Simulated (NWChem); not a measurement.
Molecule: ZrHF3; SMILES [F][ZrH]([F])[F]

def2 effective core potentials on Zr; no spin-orbit coupling.

**Question.** Give the equilibrium geometry at PBE-D3(BJ)/def2-SVP with def2 effective core potentials on Zr (NWChem) as an XYZ file, with the point group.

**Answer.** point group C3v; any orientation.
```
5

Zr     0.0000     0.0000    -0.1237
F      1.8254     0.0592     0.4115
F     -0.8614    -1.6105     0.4115
F     -0.9640     1.5513     0.4115
H      0.0000     0.0000    -1.9832
```
